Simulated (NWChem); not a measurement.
CH3FMnO, sextet; SMILES C[O][Mn][F]

```xyz
7

Mn    -0.0020     0.5716    -0.0044
F     -0.0027     2.3569    -0.0063
O     -0.0010    -1.2036     0.0008
C     -0.0014    -2.5728    -0.0059
H      0.8546    -2.9884    -0.5760
H      0.0625    -2.9955     1.0176
H     -0.9216    -2.9884    -0.4651
```
Atoms are numbered in this order, from 1.

Results from NWChem. Pople sets run with spherical d functions. Spin-unrestricted. Coordinates come from a PBE0/def2-SVP, spin-unrestricted optimisation. Not confirmed as a minimum by frequencies. The spin multiplicity was typed, not searched, and may not be the lowest. No stability test was run on the SCF state. Vzz is the largest principal value of the second derivative of the potential at the nucleus (NWChem prints the opposite sign); η is the asymmetry. Non-relativistic.

For level B3LYP/6-31G*:

- Vzz Mn1 (a.u.) = -1.725
- Vzz O3 (a.u.) = 1.545

Task: How do the values read with level B3LYP/def2-SVP instead?

Result: The vzz Mn1 (a.u.) is -1.590. The vzz O3 (a.u.) is 1.599.
